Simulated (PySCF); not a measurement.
# A small calculation by hand: chemical shift, span and skew from a shielding tensor

C2H7FSSi, SMILES C[Si](C)(F)S. Atoms are numbered in the order given.

```xyz
12

C      1.5671    -0.1392    -1.2504
Si     0.1218    -0.3137    -0.0809
C     -1.2581    -1.3503    -0.7940
F      0.6536    -1.0357     1.2865
S     -0.5896     1.6035     0.6107
H      1.2666     0.3887    -2.1707
H      2.3815     0.4338    -0.7804
H      1.9567    -1.1298    -1.5394
H     -2.0711    -1.4739    -0.0618
H     -1.6808    -0.8757    -1.6952
H     -0.8878    -2.3493    -1.0791
H     -0.9740     2.0003    -0.6248
```

Coordinates come from a TPSSh-D3(BJ)/def2-SVP optimisation. The structure was generated by enumeration, and PubChem lists no compound with its InChIKey, so it may never have been made. One conformer was computed; it need not be the lowest.

GIAO shieldings from PBE/pcSseg-1 (PySCF), non-relativistic, no solvent. The symmetric part of the tensor of Si2 has the principal values 242.7, 297.7, 300.5 ppm. The same nucleus in TMS has σ = 335.4 ppm at this level (PySCF, at its B3LYP-D3(BJ)/def2-TZVP geometry).

### Question
Work out the isotropic shielding, the ²⁹Si shift against TMS, the span and the skew.

### Answer

σ(iso) = (σ11 + σ22 + σ33)/3 = 280.3 ppm. δ = σ(ref) − σ(iso) = 335.4 − (280.3) = 55.1 ppm.
Span Ω = σ33 − σ11 = 57.8 ppm. Skew κ = 3(σ(iso) − σ22)/Ω = -0.90. Tumbling in solution averages the tensor to δ; in a static solid the shielding alone would spread this spin-1/2 line over Ω.
